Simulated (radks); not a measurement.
The numbers below are computed, except where a source is named.
All-electron atom: V+ in [Ar] 3d4. Level of theory: non-relativistic Kohn-Sham, MS2 meta-GGA, spin-polarised, spherical densities, point nucleus; open shells are filled with parallel spins first; meta-GGA in the generalised Kohn-Sham scheme (a radial shooting solver on a logarithmic mesh with Libxc functionals).

Unscreened Slater integrals over Kohn-Sham orbitals (eV). They are taken over the spin-up orbitals.

\begin{tabular}{lr}
integral & value \\ \hline
F0(3d,3d) & 16.954 \\
F2(3d,3d) & 7.5016 \\
F4(3d,3d) & 4.6043 \\
F0(3d,3p) & 19.764 \\
F2(3d,3p) & 8.9743 \\
G1(3d,3p) & 11.131 \\
G3(3d,3p) & 6.6326 \\
F0(3d,3s) & 20.296 \\
G2(3d,3s) & 8.2917 \\
F0(3d,2p) & 24.709 \\
F2(3d,2p) & 3.8789 \\
G1(3d,2p) & 2.6285 \\
G3(3d,2p) & 1.4865 \\
F0(3p,3p) & 23.849 \\
F2(3p,3p) & 11.967 \\
F0(3p,3s) & 24.635 \\
G1(3p,3s) & 16.384 \\
F0(3p,2p) & 32.462 \\
F2(3p,2p) & 6.1533 \\
G0(3p,2p) & 2.3749 \\
G2(3p,2p) & 2.4649 \\
F0(3s,3s) & 25.505 \\
F0(3s,2p) & 33.910 \\
G1(3s,2p) & 2.6670 \\
F0(2p,2p) & 90.374 \\
F2(2p,2p) & 42.503 \\
\end{tabular}

Derived for the open shells (J is the average intra-shell exchange parameter used in DFT+U). 3d: Racah B = F2/49 - 5 F4/441 = 0.1009 eV, C = 35 F4/441 = 0.3654 eV, C/B = 3.62, F4/F2 = 0.614, J = (F2 + F4)/14 = 0.8647 eV.
